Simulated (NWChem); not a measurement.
All runs are NWChem calculations. System: MgO, charge 1, spin multiplicity 2, at the geometry of a parent with another charge or spin, in a state set for the comparison that need not be this species' ground state. Its SCF solution wasn't tested for a lower state. Level: UMP2/def2-TZVP, 6 core orbitals frozen.

Job file:

```
start mol
memory heap 200 mb stack 900 mb global 1100 mb
charge 1
geometry units angstroms nocenter noautoz
  Mg     0.000000     0.000000     0.699045
  O      0.000000     0.000000    -1.048568
  symmetry group C2v
end
basis spherical
  * library def2-tzvp
end
scf
  uhf
  nopen 1
  maxiter 100
  thresh 1e-7
  semidirect memsize 60000000 filesize 0
  # guess.movecs holds the orbitals of an unrestricted PBE0 run
  vectors input guess.movecs output mol.movecs
end
mp2
  freeze core 6
end
task mp2 energy
```

Part of the output:

```
             Northwest Computational Chemistry Package (NWChem) 7.3.0
             --------------------------------------------------------

                                NWChem Input Module
                                -------------------

 Scaling coordinates for geometry "geometry" by  1.889725989
 (inverse scale =  0.529177249)

 Turning off AUTOSYM since
 SYMMETRY directive was detected!

                             Geometry "geometry" -> ""
                             -------------------------

 Output coordinates in angstroms (scale by  1.889725989 to convert to a.u.)

  No.       Tag          Charge          X              Y              Z
 ---- ---------------- ---------- -------------- -------------- --------------
    1 Mg                  12.0000     0.00000000     0.00000000     0.69904500
    2 O                    8.0000     0.00000000     0.00000000    -1.04856800

 Effective nuclear repulsion energy (a.u.)      29.0688017908

            Nuclear Dipole moment (a.u.)
            ----------------------------
        X                 Y               Z
 ---------------- ---------------- ----------------
     0.0000000000     0.0000000000    -0.0000075589

      Symmetry information
      --------------------

 Group name             C2v
 Group number             16
 Group order               4
 No. of unique centers     2

      Symmetry unique atoms

     1    2


 Summary of "ao basis" -> "" (spherical)
 ------------------------------------------------------------------------------
       Tag                 Description            Shells   Functions and Types
 ---------------- ------------------------------  ------  ---------------------
 *                         def2-tzvp                  on all atoms

 Summary of "ao basis" -> "ao basis" (spherical)
 ------------------------------------------------------------------------------
       Tag                 Description            Shells   Functions and Types
 ---------------- ------------------------------  ------  ---------------------
 Mg                        def2-tzvp                12       32   5s4p3d
 O                         def2-tzvp                11       31   5s3p2d1f

                                 NWChem SCF Module
                                 -----------------

  ao basis        = "ao basis"
  functions       =    63
  atoms           =     2
  alpha electrons =    10
  beta  electrons =     9
  charge          =   1.00
  wavefunction    = UHF
  use symmetry    = T
  symmetry adapt  = T

 Summary of "ao basis" -> "ao basis" (spherical)
 ------------------------------------------------------------------------------
       Tag                 Description            Shells   Functions and Types
 ---------------- ------------------------------  ------  ---------------------
 Mg                        def2-tzvp                12       32   5s4p3d
 O                         def2-tzvp                11       31   5s3p2d1f

      Symmetry analysis of basis
      --------------------------

        a1         29
        a2          6
        b1         14
        b2         14

 Forming initial guess at       0.1s

   Symmetry analysis of molecular orbitals - initial alpha
   -------------------------------------------------------

  Numbering of irreducible representations:

     1 a1          2 a2          3 b1          4 b2

  Orbital symmetries:

     1 a1          2 a1          3 a1          4 b2          5 b1
     6 a1          7 a1          8 b2          9 a1         10 b1
    11 a1         12 b2         13 b1         14 a1         15 a1
    16 a2         17 a1         18 b2         19 b1         20 a1

   Symmetry analysis of molecular orbitals - initial beta
   ------------------------------------------------------

  Numbering of irreducible representations:

     1 a1          2 a2          3 b1          4 b2

  Orbital symmetries:

     1 a1          2 a1          3 a1          4 b2          5 b1
     6 a1          7 a1          8 a1          9 b1         10 a1
    11 b2         12 b1         13 b2         14 a1         15 a1
    16 a2         17 a1         18 b1         19 b2         20 a1

 Starting SCF solution at       0.1s

 ----------------------------------------------
         Quadratically convergent UHF

 Convergence threshold     :          1.000E-07
 Maximum no. of iterations :          100
 Integral*density screening:          1.000E-09
 ----------------------------------------------

              iter       energy          gnorm     gmax       time
             ----- ------------------- --------- --------- --------
                 1     -274.1806904603  4.40D-01  1.59D-01      0.5
                 2     -274.1905318184  6.66D-02  1.80D-02      0.5
                 3     -274.1913410957  3.92D-03  8.49D-04      0.6
                 4     -274.1913468967  1.70D-05  6.91D-06      0.7
                 5     -274.1913468969  4.56D-09  1.18D-09      0.9

       Final UHF  results
       ------------------

         Total SCF energy =   -274.191346896946
      One electron energy =   -436.006933648896
      Two electron energy =    132.746784961181
 Nuclear repulsion energy =     29.068801790769

                       Sz =      0.5000
                 Sz(Sz+1) =      0.7500
                      S^2 =      0.7624

        Time for solution =      0.8s

       Symmetry analysis of molecular orbitals - alpha
       -----------------------------------------------

  Numbering of irreducible representations:

     1 a1          2 a2          3 b1          4 b2

  Orbital symmetries:

     1 a1          2 a1          3 a1          4 b2          5 a1
[...]
  ----- ------------  ---------------      ----- ------------  ---------------
    16      0.823339  1 Mg py                29      0.240271  1 Mg d -1
    13      0.235968  1 Mg py

 Vector   13  Occ=0.000000D+00  E=-1.449230D-01  Symmetry=b1
              MO Center=  6.4D-15, -1.1D-14,  1.3D+00, r^2= 5.3D+00
   Bfn.  Coefficient  Atom+Function         Bfn.  Coefficient  Atom+Function
  ----- ------------  ---------------      ----- ------------  ---------------
    15      0.819796  1 Mg px                31     -0.268782  1 Mg d  1
    12      0.223276  1 Mg px

                     UHF Final Beta Molecular Orbital Analysis
                     -----------------------------------------

 Vector    7  Occ=1.000000D+00  E=-1.302605D+00  Symmetry=a1
              MO Center= -1.1D-15, -2.6D-16, -9.5D-01, r^2= 5.0D-01
   Bfn.  Coefficient  Atom+Function         Bfn.  Coefficient  Atom+Function
  ----- ------------  ---------------      ----- ------------  ---------------
    36      0.516220  2 O  s                 35      0.344330  2 O  s
    34     -0.244867  2 O  s                 37      0.203622  2 O  s

 Vector    8  Occ=1.000000D+00  E=-6.619705D-01  Symmetry=a1
              MO Center=  1.1D-16, -1.5D-15, -9.6D-01, r^2= 9.4D-01
   Bfn.  Coefficient  Atom+Function         Bfn.  Coefficient  Atom+Function
  ----- ------------  ---------------      ----- ------------  ---------------
    40      0.418745  2 O  pz                43      0.388785  2 O  pz
     4      0.369253  1 Mg s                 46      0.215177  2 O  pz
     3     -0.156309  1 Mg s

 Vector    9  Occ=1.000000D+00  E=-6.399750D-01  Symmetry=b1
              MO Center=  1.5D-15,  3.4D-17, -9.6D-01, r^2= 8.1D-01
   Bfn.  Coefficient  Atom+Function         Bfn.  Coefficient  Atom+Function
  ----- ------------  ---------------      ----- ------------  ---------------
    38      0.438164  2 O  px                41      0.404937  2 O  px
    44      0.290650  2 O  px

 Vector   10  Occ=0.000000D+00  E=-2.674760D-01  Symmetry=a1
              MO Center=  6.5D-15, -1.4D-14,  1.5D+00, r^2= 3.2D+00
   Bfn.  Coefficient  Atom+Function         Bfn.  Coefficient  Atom+Function
  ----- ------------  ---------------      ----- ------------  ---------------
     4      0.558621  1 Mg s                  5      0.442616  1 Mg s
    17      0.281767  1 Mg pz                 3     -0.230317  1 Mg s
    14      0.226437  1 Mg pz

 Vector   11  Occ=0.000000D+00  E=-1.698559D-01  Symmetry=b2
              MO Center=  1.9D-28,  2.8D-14,  6.8D-01, r^2= 5.0D+00
   Bfn.  Coefficient  Atom+Function         Bfn.  Coefficient  Atom+Function
  ----- ------------  ---------------      ----- ------------  ---------------
    16      0.739624  1 Mg py                13      0.267791  1 Mg py

 Vector   12  Occ=0.000000D+00  E=-1.454451D-01  Symmetry=b1
              MO Center=  2.1D-15, -1.1D-15,  1.3D+00, r^2= 5.2D+00
   Bfn.  Coefficient  Atom+Function         Bfn.  Coefficient  Atom+Function
  ----- ------------  ---------------      ----- ------------  ---------------
    15      0.812668  1 Mg px                31     -0.275540  1 Mg d  1
    12      0.227784  1 Mg px

 center of mass
 --------------
 x =   0.00000000 y =   0.00000000 z =  -0.00024241

 moments of inertia (a.u.)
 ------------------
         104.656981808976           0.000000000000           0.000000000000
           0.000000000000         104.656981808976           0.000000000000
           0.000000000000           0.000000000000           0.000000000000

  Mulliken analysis of the total density
  --------------------------------------

    Atom       Charge   Shell Charges
 -----------   ------   -------------------------------------------------------
    1 Mg  12    10.52   2.00  0.71  1.29  0.26 -0.03  5.13  0.88  0.15  0.03  0.00  0.09  0.02
    2 O    8     8.48   0.79  1.18  0.60  1.01  0.35  1.75  1.91  0.89  0.00  0.01  0.00

  Mulliken analysis of the alpha density
  --------------------------------------

    Atom       Charge   Shell Charges
 -----------   ------   -------------------------------------------------------
    1 Mg  12     5.23   1.00  0.35  0.64  0.10 -0.01  2.56  0.44  0.08  0.01  0.00  0.05  0.01
    2 O    8     4.77   0.40  0.59  0.31  0.51  0.17  1.10  1.18  0.50  0.00  0.01  0.00

   Mulliken analysis of the beta density
   -------------------------------------

    Atom       Charge   Shell Charges
 -----------   ------   -------------------------------------------------------
    1 Mg  12     5.28   1.00  0.35  0.64  0.16 -0.02  2.56  0.44  0.08  0.02  0.00  0.04  0.01
    2 O    8     3.72   0.40  0.59  0.29  0.50  0.18  0.65  0.73  0.38  0.00  0.00  0.00

   Mulliken analysis of the spin density
   -------------------------------------

    Atom       Charge   Shell Charges
 -----------   ------   -------------------------------------------------------
    1 Mg  12    -0.05  -0.00 -0.00  0.00 -0.05  0.01  0.00 -0.00 -0.00 -0.00  0.00  0.01 -0.00
    2 O    8     1.05   0.00 -0.00  0.02  0.01 -0.02  0.45  0.46  0.12  0.00  0.00  0.00

       Multipole analysis of the density wrt the origin
       ------------------------------------------------

     L   x y z        total         alpha         beta         nuclear
     -   - - -        -----         -----         ----         -------
     0   0 0 0      1.000000    -10.000000     -9.000000     20.000000

     1   1 0 0      0.000000      0.000000     -0.000000      0.000000
     1   0 1 0     -0.000000     -0.000000      0.000000      0.000000
     1   0 0 1      3.607093      2.819590      0.787511     -0.000008

     2   2 0 0     -7.488514     -3.774151     -3.714363      0.000000
     2   1 1 0      0.000000      0.000000     -0.000000      0.000000
     2   1 0 1     -0.000000     -0.000000     -0.000000      0.000000
     2   0 2 0     -6.294114     -3.729796     -2.564317      0.000000
     2   0 1 1     -0.000000     -0.000000     -0.000000      0.000000
     2   0 0 2     -5.065311    -30.711774    -26.705074     52.351538

                   NWChem MP2 Semi-direct Energy/Gradient Module
                   ---------------------------------------------

  Basis functions       =     63
  Molecular orbitals    =     63
  Frozen core           =      6
  Frozen virtuals       =      0
  Active alpha occupied =      4
  Active beta occupied  =      3
  Active alpha virtual  =     53
  Active beta virtual   =     54
  Use MO symmetry       = T
  Use skeleton AO sym   = T

  AO/Fock/Back tols     =   1.0D-09  1.0D-09  1.0D-09

 GA uses MA = F    GA memory limited = T

 Available:
  local mem=  1.26D+08
 global mem=  1.44D+08
 local disk=  0.00D+00
  mp2_memr nvloc                    53
  nvloc new                    53
   1 passes of   4:        4194304                      18692                   1454228.
   1 passes of   4: M    126151763           G      144171262           F     121957459.

 Semi-direct pass number   1 of   1  for UHF alpha       at        1.0s
  vrange nnbf                  2008
  mp2_eaftype                    10  avail_ma_in_mb                  1099
 EAF : mp2_eaftype filesize          10     727114.
  mp2_eaf for mointskh                     10
Node 0 wrote      3.4 Mb in      0.0 s     Agg I/O rate:  1306.3 Mb/s
 Done moints_semi at        2.1s
  mp2_eaftype                    10  avail_ma_in_mb                  1089
 EAF : mp2_eaftype filesize          10     727114.
  mp2_eaf for kh                    10
 Done maket at        2.2s
 Done multipass loop at        2.2s

 GA uses MA = F    GA memory limited = T

 Available:
  local mem=  1.26D+08
 global mem=  1.44D+08
 local disk=  0.00D+00
  mp2_memr nvloc                    54
  nvloc new                    54
   1 passes of   3:        4194304                      16193                   1112868.
   1 passes of   3: M    126151763           G      144171262           F     121957459.

 Semi-direct pass number   1 of   1  for UHF beta        at        2.2s
  vrange nnbf                  2008
  mp2_eaftype                    10  avail_ma_in_mb                  1099
 EAF : mp2_eaftype filesize          10     556434.
  mp2_eaf for mointskh                     10
Node 0 wrote      2.6 Mb in      0.0 s     Agg I/O rate:  1138.4 Mb/s
 Done moints_semi at        3.4s
  mp2_eaftype                    10  avail_ma_in_mb                  1089
 EAF : mp2_eaftype filesize          10     556434.
  mp2_eaf for kh                    10
 Done maket at        3.4s
 Done multipass loop at        3.4s

          -------------------------------------------
          SCF energy                -274.191346896946
          Correlation energy          -0.205161818469
          Singlet pairs                0.000000000000
          Triplet pairs                0.000000000000
          Total MP2 energy          -274.396508715415
          -------------------------------------------

          ---------------------------------------------------
                    Spin Component Scaled (SCS) MP2
          Same spin pairs                     -0.050401153040
          Same spin scaling factor             0.333333333333
          Opposite spin pairs                 -0.154760665429
          Opposite spin scaling fact.          1.200000000000
          SCS-MP2 correlation energy          -0.202513182862
          Total SCS-MP2 energy              -274.393860079807
          ---------------------------------------------------

 -----------------------
 Performance information
 -----------------------

 Timer overhead =  2.36D-07 seconds/call

               Nr. of calls         CPU time (s)                 Wall time (s)                GFlops
             ---------------    -------------------     ------------------------------   -------------------
Name         Min   Avg   Max    Min     Avg     Max     Min     Avg     Max   Mx/calls   Min     Max     Sum
mp2: moin     2     2     2    2.3     2.3     2.3      2.3     2.3     2.3     1.1      0.0     0.0     0.0
mp2: make     2     2     2   5.40E-2 5.40E-2 5.40E-2  5.40E-2 5.40E-2 5.40E-2 2.70E-2   0.0     0.0     0.0
mp2: tota     1     1     1    2.5     2.5     2.5      2.5     2.5     2.5     2.5      0.0     0.0     0.0

 The average no. of pstat calls per process was 5.00D+00
 with a timing overhead of 1.18D-06s

 Task  times  cpu:        3.3s     wall:        3.3s

 Total times  cpu:        3.4s     wall:        3.4s
```
